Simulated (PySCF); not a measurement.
## Si (silicon, neutral) across methods

[Ne] 3s1 3p2 3d1, one real determinant (an excited configuration). All numbers are calculated (PySCF 2.14, the spin-free X2C one-electron Hamiltonian (Gaussian nucleus), in x2c-QZVPPall with one added diffuse shell each of s, p, d, f type (10s7p5d3f1g, 86 functions)).

```json
{"method": "M06-2X", "E (hartree)": "-289.5448", "mean ε 3s α (eV)": "-17.826", "mean ε 3p α (eV)": "-9.540", "mean ε 3d α (eV)": "-1.096", "Σ⟨r²⟩ (bohr²)": "48.93", "⟨S²⟩": "6.000"}
{"method": "r2SCAN", "E (hartree)": "-289.5576", "mean ε 3s α (eV)": "-15.650", "mean ε 3p α (eV)": "-7.964", "mean ε 3d α (eV)": "-0.322", "Σ⟨r²⟩ (bohr²)": "49.66", "⟨S²⟩": "6.000"}
{"method": "BP86", "E (hartree)": "-289.6105", "mean ε 3s α (eV)": "-15.062", "mean ε 3p α (eV)": "-7.655", "mean ε 3d α (eV)": "-0.506", "Σ⟨r²⟩ (bohr²)": "49.37", "⟨S²⟩": "6.000"}
{"method": "B97-3", "E (hartree)": "-289.5339", "mean ε 3s α (eV)": "-16.766", "mean ε 3p α (eV)": "-8.788", "mean ε 3d α (eV)": "-0.787", "Σ⟨r²⟩ (bohr²)": "50.32", "⟨S²⟩": "6.000"}
{"method": "LDA", "E (hartree)": "-288.4076", "mean ε 3s α (eV)": "-14.957", "mean ε 3p α (eV)": "-7.553", "mean ε 3d α (eV)": "-0.347", "Σ⟨r²⟩ (bohr²)": "48.86", "⟨S²⟩": "6.000"}
{"method": "PBE", "E (hartree)": "-289.4358", "mean ε 3s α (eV)": "-14.972", "mean ε 3p α (eV)": "-7.578", "mean ε 3d α (eV)": "-0.387", "Σ⟨r²⟩ (bohr²)": "49.24", "⟨S²⟩": "6.000"}
{"method": "UHF", "E (hartree)": "-289.09178", "mean ε 3s α (eV)": "-21.658", "mean ε 3p α (eV)": "-12.182", "mean ε 3d α (eV)": "-1.502", "Σ⟨r²⟩ (bohr²)": "52.14", "⟨S²⟩": "6.000"}
{"method": "M06-L", "E (hartree)": "-289.5531", "mean ε 3s α (eV)": "-15.537", "mean ε 3p α (eV)": "-7.795", "mean ε 3d α (eV)": "-0.410", "Σ⟨r²⟩ (bohr²)": "50.42", "⟨S²⟩": "6.000"}
```

**Question.** Estimate the same row for PBE0.

**Answer.** E (hartree) = -289.4577; mean ε 3s α (eV) = -16.747; mean ε 3p α (eV) = -8.819; mean ε 3d α (eV) = -0.754; Σ⟨r²⟩ (bohr²) = 49.68; ⟨S²⟩ = 6.000.

⟨L²⟩ = 8.00 against 12 for a pure F term, so this real determinant mixes terms. The outer electron is Rydberg-like, and this basis confines it to a smaller radius and binds it less than a complete one would.
